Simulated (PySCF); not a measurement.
Computed properties of Al(H)(Br)(vinyl) (C2H4AlBr), SMILES C=[CH][AlH][Br]

C2H4AlBr, SMILES C=[CH][AlH][Br]. Geometry optimised at TPSSh-D3(BJ)/def2-SVP. The structure was generated by enumeration; whether it is a known compound was not checked. The values are those of a single conformer. All values are computed for the isolated molecule unless a solvent is named; none is compared with measurement here.

**Structure.** The optimised structure has Cs symmetry. All 18 harmonic modes at TPSSh-D3(BJ)/def2-SVP (PySCF) are real, so it is a minimum. With heavy atoms numbered as in [AlH:1]([Br:3])[CH:4]=[CH2:5], the shortest bond between them is C4–C5 at 1.349 Å and the longest Al1–Br3 at 2.269 Å.

**Vibrations.** The strongest infrared lines (harmonic, unscaled, degenerate partners summed) lie at 667 cm⁻¹ (260 km/mol, Al 41 %, H 35 %, C 24 %), 1986 cm⁻¹ (159 km/mol, H 96 %), 507 cm⁻¹ (137 km/mol, H 65 %, C 19 %, Al 16 %). The softest mode is at 70 cm⁻¹ and the zero-point energy is 31.2 kcal/mol.

**Electronic structure.** r2SCAN/def2-TZVP (PySCF) places the frontier levels at -7.15 and -2.35 eV, a gap of 4.80 eV, and gives a dipole moment of 2.04 D and a mean polarisability of 70.8 bohr³. PBE/def2-TZVP (PySCF) at the same geometry gives -6.84 and -2.56 eV, so its gap is 0.52 eV narrower. An orbital gap is neither the optical nor the fundamental gap.

**Excitations.** TDDFT-B3LYP/def2-SVPD (PySCF) has S1 at 4.86 eV (255 nm, f = 0.000, dark); the most intense of the 10 singlets computed lies at 5.63 eV (f = 0.20). T1 (TDA) is at 3.96 eV. TDDFT-PBE/def2-SVPD (PySCF) puts S1 at 4.33 eV. No vertical singlet excitation falls in the visible range (under 3.1 eV).

**NMR.** GIAO shifts at PBE0/pcSseg-1 (PySCF) (non-relativistic, atoms alike by connectivity averaged): ¹³C from 154.7 to 159.4 ppm against TMS; ¹H from 5.4 to 7.1 ppm against TMS. Without spin–orbit terms, shifts of atoms bonded to Cl or Br come out too high.
